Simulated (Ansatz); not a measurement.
Basis-set extrapolation for `[C]#C[SiH](C)Cl` radical (PBE0-D4/def2-TZVP geometry, frozen core, Ansatz). Multiplicity 2, UHF reference.

```json
{"": "HF", "def2-TZVPP": "-864.364236", "def2-QZVPP": "-864.390762"}
{"": "MP2 correlation", "def2-TZVPP": "-0.713001", "def2-QZVPP": "-0.769635"}
{"": "CCSD(T) correlation", "def2-TZVPP": "-0.820889", "def2-QZVPP": "not run"}
```

Energies in hartree. Use E(X) = E(∞) + A·exp(−7.88·√X) for Hartree–Fock and E(X) = E(∞) + B·X^(−2.97) for correlation, with X = 3 and 4, and add CCSD(T) minus MP2 of the smaller set to the MP2 limit.

Q: What is the CCSD(T) energy at the basis-set limit?

A: HF limit: -864.390762 + (-0.026526) × 0.13774 = -864.39442. MP2 limit: -0.769635 + (-0.056634) × 0.74074 = -0.81159. Higher-order term: -0.820889 − (-0.713001) = -0.10789. Total: -865.31390 hartree, 80.8 kcal/mol below CCSD(T)/def2-TZVPP.

The UHF reference is spin-contaminated (⟨S²⟩ = 1.16, T1 = 0.040).
